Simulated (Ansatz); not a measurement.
Species: C$_{3}$H$_{12}$OSi$_{2}$, net charge 0, singlet state. 
Geometry from a B3LYP-D3(BJ)/def2-TZVP (Ansatz, an electronic-structure program) optimisation:
```xyz
18

Si    -2.3171     0.5580     0.5617
C     -1.6038    -0.8577    -0.4554
C     -0.6172    -0.4608    -1.5614
C      0.6014     0.2893    -1.0539
O      1.2740    -0.5006    -0.0782
Si     2.4610     0.0825     0.9012
H     -2.8874     1.5998    -0.3307
H     -3.3950     0.0489     1.4440
H     -1.2873     1.2011     1.4131
H     -2.4447    -1.4000    -0.8974
H     -1.1175    -1.5543     0.2318
H     -1.1131     0.1732    -2.3029
H     -0.2766    -1.3566    -2.0880
H      0.3036     1.2488    -0.6124
H      1.2809     0.5058    -1.8853
H      1.9832     1.2718     1.6503
H      3.6559     0.4835     0.1151
H      2.8096    -1.0101     1.8308
```

Parts of the frozen-core correlation energy in cc-pV(D+d)Z (Ansatz, hartree). Frozen orbitals: 14; correlated occupied orbitals by spin: 19 and 19; virtual: 129 and 129. Spin-orbit coupling is left out. No relativistic terms.

```tsv
term	value
reference (HF)	-773.36153
MP2 opposite-spin	(withheld)
MP2 same-spin	(withheld)
CCSD correlation	-0.90944
(T)	(withheld)
T1 diagnostic	0.010
largest doubles amplitude	0.017
```

Problem. Some entries are withheld; supply them.

Solution. 
- MP2 opposite-spin, value: -0.64269
- MP2 same-spin, value: -0.17929
- (T), value: -0.02487
